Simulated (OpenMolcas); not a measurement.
# Pm⁴⁺: effect of correlating more closed shells

```yaml
Program: OpenMolcas
Basis: ANO-RCC-VTZP [8s7p5d3f2g1h]
Scalar_Hamiltonian: DKH2, point nucleus
Active_space: 3 electrons in 7 orbitals (4f)
State_averaging: 2S+1 = 4 odd, 35 roots; 2S+1 = 2 odd, 112 roots (105 in the spin-orbit step)
Spin-orbit_coupling: RASSI with atomic mean-field integrals over the reference wave functions, term energies averaged over their components
```

Methods on the same reference wave functions:
A. CASSCF
B. MS-CASPT2, IPEA 0.25 Eh, imaginary shift 0.1 Eh (closed shells correlated: none)
C. MS-CASPT2, IPEA 0.25 Eh, imaginary shift 0.1 Eh (closed shells correlated: 5s 5p)
D. MS-CASPT2, IPEA 0.25 Eh, imaginary shift 0.1 Eh (closed shells correlated: 4d 5s 5p)

Energies in cm⁻¹ above 4f³ ⁴I°_9/2.

| Level | A | B | C | D |
| --- | --- | --- | --- | --- |
| 4f³ ⁴I°_9/2 | 0.0 | 0.0 | 0.0 | 0.0 |
| 4f³ ⁴I°_11/2 | 2559 | 2590 | 2600 | 2610 |
| 4f³ ⁴I°_13/2 | 5301 | 5340 | 5360 | 5370 |
| 4f³ ⁴I°_15/2 | 8163 | 8200 | 8200 | 8210 |
| 4f³ ⁴F°_3/2 | 17750 | 16730 | 15330 | 14800 |
| 4f³ ²H°_9/2(1) [69 %] | 17983 | 16580 | 15960 | 15450 |
| 4f³ ⁴F°_5/2 | 19167 | 18190 | 16790 | 16270 |
| 4f³ ⁴S°_3/2 | 20318 | 19040 | 18000 | 17510 |
| 4f³ ⁴F°_7/2 | 20431 | 19400 | 18070 | 17540 |
| 4f³ ⁴F°_9/2 | 21938 | 20880 | 19660 | 19140 |
| 4f³ ²H°_11/2(1) | 22288 | 20880 | 20320 | 19820 |
| 4f³ ²G°_7/2(1) [73 %] | 25111 | 23560 | 22540 | 21910 |
| 4f³ ⁴G°_5/2 | 26855 | 25460 | 23570 | 22830 |
| 4f³ ²K°_13/2 | 27357 | 26410 | 25590 | 24630 |
| 4f³ ⁴G°_7/2 | 28888 | 27490 | 25740 | 25020 |
| 4f³ ²K°_15/2 | 30130 | 29200 | 28360 | 27380 |
| 4f³ ⁴G°_11/2 | 32702 | 31330 | 29490 | 28740 |
| 4f³ ²P°_1/2 | 33980 | 31510 | 29990 | 29220 |
| 4f³ ²D°_5/2(1) | 34513 | 32260 | 30820 | 30060 |
| 4f³ ²I°_11/2 | 42629 | 40950 | 38920 | 37390 |
| 4f³ ²L°_15/2 | 43690 | 42730 | 40810 | 39250 |
| 4f³ ⁴D°_3/2 [74 %] | 44018 | 41490 | 38490 | 37340 |
| 4f³ ²I°_13/2 | 44304 | 42670 | 40740 | 39230 |
| 4f³ ⁴D°_5/2 [73 %] | 44407 | 41840 | 38820 | 37660 |

Among B to D the level of the table that moves most is 4f³ ⁴D°_5/2 [73 %], by 4200 cm-1 (lowest in D, highest in B). Moves below CASPT2's spread within the term are not significant.

From A to B the spin-free energies of the other terms of 4f³ shown, above ⁴I°, scale by factors of 0.91 to 0.97.

The lowest spin-free term lies below A's lowest term by 0.014 hartree in B, 0.275 hartree in C, 0.740 hartree in D.

What an inner shell adds also hangs on whether the basis holds functions to correlate it.

Term energies are means over components that CASPT2 splits; among the terms shown or strongly mixed into the levels shown the widest spread is 1300 cm-1 (4f³ ²L°, D). High states are left out of the spin-orbit mixing, which shifts the levels that they would mix with. The CASPT2 spread within a term exceeds the gap to the next term for 4f³ ⁴G° and 4f³ ²K°, so the order of their levels is uncertain (figures for C; the like holds for D). Without dynamic correlation excited terms often stand tens of per cent too high (terms of higher spin than the ground term too low), and those without a measured partner can miss by more than the paired ones (holds for A). Blocks of more than 70 roots (2S+1 = 2 odd) ran without multistate coupling (holds for B; C; D). Levels of configurations outside the active space are missing. Levels that lie high or do not pair safely by name in every column are left out.

A share in square brackets marks a mixed level and gives the weight of the term that names it, the lowest over the columns. A number in round brackets counts repeated terms of one configuration in the order of the reference energies. ° marks odd parity.
